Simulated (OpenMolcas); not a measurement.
## Zn I: from CASSCF to CASPT2

```json
{
  "Program": "OpenMolcas 26.06",
  "Basis": "ANO-RCC-VDZ [5s4p2d]",
  "Scalar Hamiltonian": "DKH3, point nucleus",
  "Active space": "2 electrons in 4 orbitals (4s 4p)",
  "State averaging": "2S+1 = 3 even, 3 roots (0 in the spin-orbit step); 2S+1 = 1 even, 1 root; 2S+1 = 3 odd, 3 roots; 2S+1 = 1 odd, 3 roots",
  "Spin-orbit coupling": "state interaction with AMFI integrals over the reference wave functions, term energies averaged over their components"
}
```

Methods on the same reference wave functions:
A. CASSCF
B. SS-CASPT2, IPEA 0.25 Eh, imaginary shift 0.1 Eh (closed shells correlated: 3d)

Energies in cm-1 above 4s2 1S0, the measured ground level; measured values from NIST Handbook of Basic Atomic Spectroscopic Data.

```
      Level      A      B  Measured
    4s2 1S0    0.0    0.0       0.0
4s 4p 3P* 0  28660  29722     32311
4s 4p 3P* 1  28816  29878     32501
4s 4p 3P* 2  29130  30192     32890
4s 4p 1P* 1  52944  52999     46745
```

Deviations, from unrounded energies. A percentage is the sum of absolute deviations over the sum of measured energies, with the sign that they share, or ± where signs differ.

```tsv
Against measurement	Levels	A	B
mean absolute deviation (cm-1)	4	4300	3500
other configurations (%)	4	±12.0	±9.8
```

B lies closest to measurement on these levels. The largest miss of B in the table is 4s 4p 1P* 1, by +6300 cm-1. The ranking rests on the paired levels alone, and a cruder setting can come out closer through cancelling errors.

The lowest spin-free term lies below A's lowest term by 0.248 hartree in B.

Some high roots are left out of the spin-orbit mixing, which shifts the levels that they would mix with. Without dynamic correlation excited terms often stand tens of per cent too high (terms of higher spin than the ground term too low), and those without a measured partner can miss by more than the paired ones (holds for A). Computed and measured levels are paired by configuration, term and J; levels that our copy of the source lacks, or whose pairing is in doubt (as where it misses far off the trend of its configuration), stay unpaired and out of the deviations. Only configurations of the active space appear.

* marks odd parity.
